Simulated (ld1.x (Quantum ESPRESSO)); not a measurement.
# Which change was made? (P, TM)

P, norm-conserving Troullier–Martins (Kleinman–Bylander form), made with ld1.x (Quantum ESPRESSO) 7.5 (PBE, scalar-relativistic). Core [Ne], reference 3s2 3p2.5 (charge +0.5). Waves: 3p (bound): rc 1.65 bohr; 3s (bound): rc 1.65 bohr. Local part: the s channel. Core correction: none.

Cutoffs, loose and tight: the cutoffs (Ry, on a coarse ladder) from which the occupation-weighted sum of valence levels, in a spherical-Bessel basis at the reference potential, stays within 10 and 1 mRy of its value at 400 Ry. They do not see the model core or the augmentation charge, which bear on the density cutoff. Test errors are all-electron minus pseudo excitation energies from the reference, over the configurations 3s2 3p3; 3s2 3p2; 3s2 3p1; 3s2 3p3.3; 3s1 3p4; 3s2 3p0; 3s1 3p0; variants that change the core or the reference have their own tests.

The base gives: outcome: generated; cutoff, loose: 25 Ry; cutoff, tight: 50 Ry; bound ghosts: none; largest test error (meV): +203.

Q: After one change the result is: outcome: generated; cutoff, loose: 25 Ry; cutoff, tight: 50 Ry; bound ghosts: none; largest test error (meV): +474. Which change was it?
A. wave 3p (bound): rc 1.65 bohr becomes 3p (bound): rc 1.12 bohr
B. local potential all-electron potential smoothed inside 1.40 bohr (lloc = -1)
C. functional LDA (PZ)

A: C. The others give: local potential all-electron potential smoothed inside 1.40 bohr (lloc = -1) → outcome: generated; cutoff, loose: 21 Ry; cutoff, tight: 50 Ry; bound ghosts: none; largest test error (meV): +241 | wave 3p (bound): rc 1.65 bohr becomes 3p (bound): rc 1.12 bohr → outcome: generated; cutoff, loose: 100 Ry; cutoff, tight: 160 Ry; bound ghosts: none; largest test error (meV): +170.
